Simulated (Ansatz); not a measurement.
Compare A (`OB([SiH3])CF`) with its isomer B (`B[SiH2]C(O)F`).

Calculated with Ansatz (gas phase, PBE0-D4/def2-TZVP geometries, no zero-point term in ΔE). CCSD(T)/CBS is the MP2 limit (def2-TZVPP, def2-QZVPP) plus CCSD(T) − MP2 in def2-TZVPP, frozen cores. Functionals use def2-TZVPP. B3LYP here is the variant with VWN-RPA as its local correlation; programs differ in this. Each species was taken in one conformer, which may not be the lowest.

A:

Z-matrix (Å, degrees):
```
Si
B 1 2.036
H 1 1.488 2 111.3
H 1 1.488 2 111.3 3 121.3
H 1 1.495 2 109.7 3 -119.3
C 2 1.575 1 121.3 3 -61.1
O 2 1.355 1 123.2 3 119.0
F 6 1.392 2 112.1 1 0.7
H 6 1.098 2 110.8 1 -120.0
H 6 1.098 2 111.0 1 121.5
H 7 0.960 2 114.3 1 0.1
```

B:

Z-matrix (Å, degrees):
```
Si
C 1 1.915
B 1 2.007 2 112.2
H 1 1.490 2 107.7 3 -125.2
H 1 1.493 2 107.2 3 119.0
F 2 1.399 1 108.6 3 -61.0
O 2 1.380 1 108.3 3 58.1
H 2 1.098 1 113.5 3 -177.3
H 3 1.196 1 120.1 2 -166.4
H 3 1.193 1 121.8 2 15.6
H 7 0.963 2 109.7 1 171.8
```

Q: Which is lower in electronic energy at CCSD(T)/CBS, and by how much? (An estimate is asked.)

A: Computed: A, by 52.5 kcal/mol.

Q: Give E(B) − E(A) in kcal/mol with HF/def2-TZVPP, r2SCAN-D4, CCSD/def2-TZVPP, B3LYP, B2PLYP, CCSD(T)/def2-TZVPP, MP2/def2-TZVPP. (Best estimate.)

A: Ansatz gave: HF/def2-TZVPP 50.6, r2SCAN-D4 53.0, CCSD/def2-TZVPP 52.3, B3LYP 52.7, B2PLYP 52.9, CCSD(T)/def2-TZVPP 52.5, MP2/def2-TZVPP 53.5. None reverses the order clearly.

Largest T1 diagnostic: 0.013.

In def2-TZVPP, CCSD(T) changes the Hartree–Fock value by +1.8 kcal/mol (the triples alone add +0.2 kcal/mol) and MP2 by +2.8 kcal/mol.
